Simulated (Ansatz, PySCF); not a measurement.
Gas-phase reaction in SMILES: O=c1cc1 + 6 [H][H] (H2) → 3 C (CH4) + O (H2O)
Structures are relaxed separately at B3LYP-D3(BJ)/def2-TZVP in Ansatz (a quantum-chemistry and plane-wave program).
Geometry of the first species:
SMILES: O=c1cc1
```xyz
6

O      1.5195    -0.1901     0.0624
C      0.3298    -0.0413     0.0135
C     -1.0024    -0.5494    -0.0487
C     -0.8370     0.7796    -0.0268
H     -1.7398    -1.3393    -0.0889
H     -1.3582     1.7270    -0.0382
```
Charge 0, spin multiplicity 1.

Quantity: energy of full hydrogenation (0 K, with B3LYP-D3(BJ) harmonic zero-point energies from PySCF), in kcal/mol. Valence correlation only, unless marked. Spin-orbit coupling is left out. Non-relativistic. CBS marks a two-point X^-3 extrapolation of the correlation energy; Hartree-Fock from the larger set. [CCSD(T)-MP2]/basis is that difference in the basis named.

```tsv
level	program	energy of full hydrogenation (kcal/mol)
HF/cc-pVTZ	Ansatz	-150.5
BLYP-D3(BJ)/def2-TZVPD	Ansatz + dftd3	-127.1
revPBE-D3(BJ)/def2-TZVPD	Ansatz + dftd3	-127.9
revPBE-D4/def2-TZVPD	Ansatz + dftd4	-126.7
B3LYP/def2-TZVPD	Ansatz	-138.9
PBE0-D3(BJ)/def2-TZVPD	Ansatz + dftd3	-147.1
PBE0-D4/def2-TZVPD	Ansatz + dftd4	-146.7
```

Q: Estimate the value at RI-MP2/CBS(aug-cc-pVTZ,aug-cc-pVQZ)+[CCSD(T)-MP2]/aug-cc-pVTZ as computed with Ansatz.

A: -144.5 kcal/mol
